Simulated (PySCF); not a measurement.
C₂H₆GeO₂.
Z-matrix (Å and degrees, PBE0-D3(BJ)/def2-SVP geometry), rows numbered from 1:
```
C 
O   1  1.4221
C   2  1.3387  1  116.05
O   3  1.2008  2  123.66  1    -0.08
Ge  3  1.9913  2  111.65  1   178.35
H   1  1.1000  2  110.73  3    60.91
H   1  1.0999  2  110.80  3   -59.35
H   1  1.0958  2  106.28  3  -179.28
H   5  1.5338  3  107.53  2   150.93
H   5  1.5371  3  107.33  2   -90.79
H   5  1.5355  3  110.87  2    29.28
```

Computed, not measured: core-valence-separated Tamm–Dancoff BHandHLYP/aug-pcX-1 (pcseg-1 on H, def2-SVPD on Ge) in PySCF, non-relativistic, gas phase, PBE0-D3(BJ)/def2-SVP geometry. Absolute energies from this functional tend to lie a few eV below measured edges; no shift was applied.

(1) List the carbon K-edge absorption lines.

(2) List the oxygen K-edge absorption lines.

## Answers

(1) 
```json
{"E (eV)": "284.70", "f": "0.0817", "core hole on": "C3", "main final orbital": "LUMO (55 %)", "polarisation": "normal to the local trigonal plane"}
{"E (eV)": "286.78", "f": "0.0467", "core hole on": "C1", "main final orbital": "spread", "polarisation": "–"}
{"E (eV)": "287.17", "f": "0.0020", "core hole on": "C1", "main final orbital": "LUMO+2 (40 %)", "polarisation": "–"}
{"E (eV)": "287.36", "f": "0.0066", "core hole on": "C1", "main final orbital": "LUMO (67 %)", "polarisation": "–"}
{"E (eV)": "287.81", "f": "0.0369", "core hole on": "C1", "main final orbital": "spread", "polarisation": "–"}
{"E (eV)": "288.06", "f": "0.0299", "core hole on": "C1", "main final orbital": "LUMO+5 (39 %)", "polarisation": "–"}
{"E (eV)": "288.89", "f": "0.0385", "core hole on": "C3", "main final orbital": "LUMO+3 (62 %)", "polarisation": "in the local trigonal plane"}
{"E (eV)": "288.90", "f": "0.0077", "core hole on": "C1", "main final orbital": "LUMO+3 (37 %)", "polarisation": "–"}
{"E (eV)": "289.30", "f": "0.0011", "core hole on": "C1", "main final orbital": "LUMO+3 (46 %)", "polarisation": "–"}
{"E (eV)": "289.53", "f": "0.0089", "core hole on": "C1", "main final orbital": "spread", "polarisation": "–"}
{"E (eV)": "289.71", "f": "0.0021", "core hole on": "C1", "main final orbital": "spread", "polarisation": "–"}
```

The first line with a tenth or more of the strongest one's intensity is at 284.70 eV (f = 0.082), with the hole on C3 (carbonyl carbon), polarised normal to the local trigonal plane: a 1s→π* resonance. It is also the strongest listed.

(2) 
```tsv
E (eV)	f	core hole on	main final orbital	polarisation
529.25	0.0459	O4	LUMO (61 %)	normal to the local trigonal plane
532.65	0.0212	O2	LUMO (67 %)	–
533.67	0.0000	O4	LUMO+1 (46 %)	–
534.27	0.0068	O4	LUMO+3 (72 %)	in the local trigonal plane
534.51	0.0005	O4	LUMO+2 (73 %)	–
534.55	0.0050	O4	LUMO+6 (32 %)	in the local trigonal plane
534.68	0.0211	O2	LUMO+2 (34 %)	–
534.85	0.0003	O4	LUMO+4 (42 %)	–
535.03	0.0057	O2	LUMO+1 (65 %)	–
535.12	0.0030	O4	spread	in the local trigonal plane
535.43	0.0013	O4	LUMO+8 (40 %)	mixed
```

The first line with a tenth or more of the strongest one's intensity is at 529.25 eV (f = 0.046), with the hole on O4 (carbonyl oxygen), polarised normal to the local trigonal plane: a 1s→π* resonance. It is also the strongest listed.

Roots within 0.03 eV whose holes lie on the same, on equivalent or on shared atoms are summed into one line, and the highest roots are left out, as the search may have cut off their partners. Final orbitals are the ground state's empty Kohn–Sham orbitals. A dash: too weak, shared between unlike atoms, or no plane or axis to refer to.

Task: What length of transition dipole belongs to the line at 288.89 eV?

Result: From f = (2/3) ΔE |μ|² in atomic units, with ΔE = 10.616 Eh and f = 0.0385: |μ| = 0.074 au = 0.19 D.

The ionisation thresholds weren't computed; near and above them a finite basis only mimics Rydberg series and continuum. The BHandHLYP/aug-pcX-1 (pcseg-1 on H, def2-SVPD on Ge) calculation is non-relativistic and has no spin–orbit coupling, an omission that weighs most on germanium.

On one thread of an Arm Neoverse V1, shared host, this took 13 s of wall time and 0.79 GiB of memory at its peak.

One conformer stands for the species.
